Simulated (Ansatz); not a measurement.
Relaxation of Cl2H4OSi2 (9 atoms, charge 0, multiplicity 1), to a largest force component of 0.02 eV/Å in at most 40 steps.

These are results of RKS PBE-D4/STO-3G (Ansatz 0.2.0), not measurements.

```xyz
9
Properties=species:S:1:pos:R:3
Si 0.000 0.000 0.000
H 0.000 0.000 1.460
Cl 2.009 0.000 -0.709
O -0.791 1.371 -0.559
Si -2.400 1.426 -1.040
H -3.212 0.642 -0.114
H -2.862 2.811 -1.038
H -2.527 0.874 -2.385
Cl -1.003 -1.738 -0.709
```

Question: Where does it end, and by what steps?

Answer: The run converged. The force dipped under the threshold on the way, but the program's further checks kept it going. Limits of this set-up: minimal basis. After 20 steps the energy has fallen by 0.255 eV; Cl3 moved furthest, 1.24 Å.

| step | energy less start (eV) | largest force component (eV/Å) | accepted |
| --- | --- | --- | --- |
| 0 | 0.0000 | 1.658 | yes |
| 1 | -0.0765 | 0.838 | yes |
| 2 | -0.0932 | 0.167 | yes |
| 3 | -0.1015 | 0.149 | yes |
| 4 | -0.1209 | 0.269 | yes |
| 5 | -0.1320 | 0.396 | yes |
| 6 | -0.1655 | 0.351 | yes |
| 7 | -0.2080 | 0.266 | yes |
| 8 | -0.2356 | 0.095 | yes |
| 9 | -0.2454 | 0.063 | yes |
| 10 | -0.2494 | 0.037 | yes |
| 11 | -0.2505 | 0.095 | yes |
| 12 | -0.2513 | 0.047 | yes |
| 13 | -0.2523 | 0.067 | yes |
| 14 | -0.2531 | 0.078 | yes |
| 15 | -0.2536 | 0.062 | yes |
| 16 | -0.2540 | 0.046 | yes |
| 17 | -0.2543 | 0.051 | yes |
| 18 | -0.2545 | 0.028 | yes |
| 19 | -0.2546 | 0.020 | yes |
| 20 | -0.2547 | 0.014 | yes |

```xyz
9
Properties=species:S:1:pos:R:3
Si -0.128 -0.047 0.170
H 0.726 0.039 1.350
Cl 1.111 -0.116 -1.557
O -1.144 1.274 0.162
Si -2.302 1.472 -1.117
H -3.259 0.369 -1.116
H -2.966 2.729 -0.807
H -1.630 1.549 -2.412
Cl -1.196 -1.884 0.234
```

Whether the end is a true minimum wasn't checked by a vibrational analysis.

Run time: 63 s on 1 thread of Intel(R) Xeon(R) Platinum 8259CL CPU @ 2.50GHz (Skylake/Cascade Lake), with other jobs on the host, peak memory 0.15 GiB.
